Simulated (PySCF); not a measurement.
Vertical excitations of a molecule C3H3N2, multiplicity 2 from TDA-PBE0/def2-SVPD run with PySCF, as energy in eV (oscillator strength): 1.34 (0.001), 3.37 (0.024), 3.52 (0.000), 4.58 (0.001), 5.52 (0.002), 5.88 (0.001), 6.18 (0.000), 6.25 (0.002), 6.39 (0.001), 6.40 (0.004). Geometry: r2SCAN-D4/def2-SVP. One conformer was computed; it need not be the lowest.

### Question
Which molecule gave these data?
A. [c]1cnc[nH]1
B. [c]1ccn[nH]1
C. [c]1cn[nH]c1
D. C1=C[N]N=C1

### Answer
A, [c]1cnc[nH]1
